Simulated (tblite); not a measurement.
Species: C₃H₂FN₃.
Numbering: `[F:1][c:2]1[cH:3][cH:4][n:5][n:6][n:7]1` (hydrogens: H8 on C3; H9 on C4)

Computed with GFN2-xTB (tblite), gas phase: Langevin dynamics at 600 K from the optimised GFN2-xTB geometry, time step 0.5 fs, friction 0.01 fs⁻¹, 2000 steps.

Start geometry:
```
atom  x, y, z in Å
F1      2.390    0.398    0.069
C2      1.136   -0.035    0.034
C3      0.079    0.869   -0.010
C4     -1.164    0.255   -0.044
N5     -1.282   -1.069   -0.030
N6     -0.242   -1.819    0.012
N7      0.957   -1.341    0.043
H8      0.228    1.935   -0.017
H9     -2.089    0.813   -0.082
```

The statistics below take the 31 frames saved every 25 fs from 250 to 1000 fs; their kinetic temperature (all 3N coordinates) averages 559 K.

Q: Give the mean, spread and extremes of the bond lengths.

A: 
| bond | start (Å) | mean (Å) | standard deviation (Å) | shortest (Å) | longest (Å) |
| --- | --- | --- | --- | --- | --- |
| F1–C2 | 1.328 | 1.347 | 0.043 | 1.274 | 1.457 |
| C2–C3 | 1.391 | 1.388 | 0.038 | 1.295 | 1.459 |
| C3–C4 | 1.387 | 1.392 | 0.029 | 1.329 | 1.451 |
| C4–N5 | 1.329 | 1.332 | 0.029 | 1.274 | 1.382 |
| N5–N6 | 1.283 | 1.294 | 0.033 | 1.233 | 1.375 |
| N6–N7 | 1.291 | 1.303 | 0.043 | 1.225 | 1.394 |
| C2–N7 | 1.318 | 1.316 | 0.026 | 1.249 | 1.369 |
| C3–H8 | 1.077 | 1.087 | 0.054 | 0.980 | 1.208 |
| C4–H9 | 1.081 | 1.083 | 0.042 | 1.007 | 1.162 |

Q: Give the same statistics for bond angles, one of each kind among heavy atoms.

A: 
```tsv
angle	start (°)	mean (°)	standard deviation (°)	smallest (°)	largest (°)
F1–C2–C3	120.4	119.7	4.3	108.7	129.6
F1–C2–N7	116.8	116.4	4.3	108.4	122.9
C3–C2–N7	122.7	123.3	3.7	116.4	133.3
C2–C3–C4	113.2	112.4	3.2	106.4	119.0
C3–C4–N5	121.3	120.5	2.5	114.1	125.1
C4–N5–N6	120.7	120.7	3.2	113.5	127.4
N5–N6–N7	122.5	121.3	3.0	115.5	128.6
C2–N7–N6	119.5	118.6	2.5	111.0	122.9
```

Q: How far does each atom move about its mean position (frames aligned on the start, all atoms weighted alike), and what rms force does it feel?

A: 
```json
{"atom": "F1", "rms displacement (Å)": "0.16", "rms force (eV/Å)": "1.52"}
{"atom": "C2", "rms displacement (Å)": "0.08", "rms force (eV/Å)": "2.51"}
{"atom": "C3", "rms displacement (Å)": "0.12", "rms force (eV/Å)": "2.94"}
{"atom": "C4", "rms displacement (Å)": "0.08", "rms force (eV/Å)": "2.08"}
{"atom": "N5", "rms displacement (Å)": "0.11", "rms force (eV/Å)": "2.43"}
{"atom": "N6", "rms displacement (Å)": "0.12", "rms force (eV/Å)": "2.09"}
{"atom": "N7", "rms displacement (Å)": "0.11", "rms force (eV/Å)": "2.41"}
{"atom": "H8", "rms displacement (Å)": "0.19", "rms force (eV/Å)": "1.79"}
{"atom": "H9", "rms displacement (Å)": "0.18", "rms force (eV/Å)": "1.53"}
```

The displacements run from 0.08 to 0.19 Å.

Q: How widely does the potential energy scatter, against a harmonic estimate?

A: Mean 0.55 eV above the start, standard deviation 0.197 eV, range 0.25 to 1.04 eV. For 21 classical harmonic modes at 600 K the canonical values are 21kT/2 = 0.54 eV and kT·√(21/2) = 0.168 eV.

The run is classical and short, so these are rough statistics of one trajectory.

What follows is the cost of the whole dynamics run. On an Intel Xeon at 2.50 GHz with one thread (shared host), this took 19 s wall and 0.18 GiB of memory at its peak.
